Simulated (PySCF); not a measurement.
An unknown is described by computed data only.

Formula: C4H13BSi2.

| Item | Value |
| --- | --- |
| 1H NMR | chemical shifts (computed TMS as zero) by class: 5.23 (1 H), 5.08 (1 H), 4.98 (1 H), 1.47 (6 H), 0.59 (2 H), -0.01 (2 H) ppm [GIAO PBE0/pcSseg-1] |
| 13C NMR | chemical shifts (computed TMS as zero) by class: 22.4 (2 C), -8.7 (2 C) ppm [GIAO PBE0/pcSseg-1] |
| UV, strongest line | among the 10 lowest singlet transitions: S3 at 5.75 eV (216 nm, f = 0.109) [TDDFT B3LYP/def2-SVPD] |
| XPS | Si2p3/2 105.6, Si2p3/2 106.2, B1s 195.2, C1s 289.2 (×2), C1s 290.0 (×2), Si1s 1845.4, Si1s 1846.0 eV [ΔSCF SCAN, pcX-2 on the ionised atom, pcseg-1 elsewhere, spin-free X2C, 2p3/2 from a spin–orbit splitting computed afterwards within the 2p shell] |
| Dipole | 0.95 D [B3LYP/def2-SVPD] |
| Rotational structure | rotational constants A, B, C: 2.951, 1.057, 0.971 GHz [PBE0-D3(BJ)/def2-SVP] |
| Valence photoelectron | vertical ionisation energy: 8.65 eV [ΔSCF B3LYP/def2-SVPD] |
| NMR, other nuclei | isotropic shieldings of nuclei other than C and H, by class: -3 (1 B), 378 (1 Si), 380 (1 Si) ppm [GIAO PBE0/pcSseg-1] |

The electronic properties come from PySCF, for the isolated species, density fitting. Levels stand in brackets. The structure is a single PBE0-D3(BJ)/def2-SVP conformer in the gas phase; no vibrational or solvent corrections. Each NMR value is the plain mean over a class of atoms that symmetry, rotation or inversion makes alike.

Q: Propose a structure and show how it fits.

A: Numbering: `[CH3:1][B:2]([CH3:3])[SiH:4]1[CH2:5][SiH2:6][CH2:7]1`. 4 carbons fall into 2 classes; from least to most shielded: chain sp3 carbon bound to boron [C1/C3] (22.4 ppm, 2 C, up to 2.4 ppm apart in this geometry), ring sp3 carbon bound to silicon [C5/C7] (-8.7 ppm, 2 C). Hydrogen classes from least to most shielded: 1 H on an SiH2 silicon, Si6 (5.23 ppm), 1 H on an SiH2 silicon, Si6 (5.08 ppm), 1 H on an SiH silicon, Si4 (4.98 ppm), 6 H on 2 like atoms (sp3 carbon bound to boron), C1/C3 (1.47 ppm, a mean of values up to 1.3 ppm apart in this geometry), 2 H on 2 like atoms (sp3 carbon bound to silicon), C5/C7 (0.59 ppm), 2 H on 2 like atoms (sp3 carbon bound to silicon), C5/C7 (-0.01 ppm). The other shieldings belong to: -3 ppm, three-coordinate boron [B2]; 378 ppm, SiH2 silicon [Si6]; 380 ppm, SiH silicon [Si4]. The core levels belong to: Si2p3/2 105.6 eV, SiH silicon [Si4]; Si2p3/2 106.2 eV, SiH2 silicon [Si6]; B1s 195.2 eV, three-coordinate boron [B2]; C1s 289.2 eV, sp3 carbon bound to silicon [C5/C7]; C1s 290.0 eV, sp3 carbon bound to boron [C1/C3]; Si1s 1845.4 eV, SiH silicon [Si4]; Si1s 1846.0 eV, SiH2 silicon [Si6]. One atom of each topological class was ionised and stands for its class. The hole state at 195.2 eV has ⟨S²⟩ = 0.83 against 0.75, so that value is less sure. The first electron is taken from the HOMO, whose largest Löwdin shares are 0.20 on the SiH silicon, 0.18 on the three-coordinate boron and 0.14 on each of 2 atoms of one kind (sp3 carbon bound to silicon). The optimised geometry has point group C1 and is an asymmetric top. Structure: `CB(C)[SiH]1C[SiH2]C1`. The assignments are read from this structure; whether some other isomer fits the data as well wasn't checked.

Conformer computed: `[CH3:1][B:2]([CH3:3])[SiH:4]1[CH2:5][SiH2:6][CH2:7]1`: C1–B2–Si4–C5 64°.
